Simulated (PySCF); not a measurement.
BF2, SMILES F[B]F, multiplicity 2. The structure is a stationary point at B3LYP-D3(BJ)/def2-TZVP. The isomer is the one that the SMILES or the coordinates give; other isomers of the formula were not compared.

The numbers are results of B3LYP-D3(BJ)/def2-TZVP (PySCF), not measurements.

Harmonic wavenumbers (cm⁻¹): 519, 1157, 1420. Rotational constants (GHz): 145.7, 10.20, 9.529; symmetry number 2.

Q: Work out the zero-point energy and the ideal-gas rigid-rotor harmonic-oscillator thermochemistry at 298.15 K and 1 atm.

A: ZPE = ½ Σ hcν = ½ × 3095 cm⁻¹ = 4.42 kcal/mol. H − E(el) = 6.94 kcal/mol. Entropy in cal/(mol K): translation 37.58, rotation 19.28, vibration 0.68, spin 1.38, total 58.92. G − E(el) = -10.62 kcal/mol. Cp = 9.49 cal/(mol K).
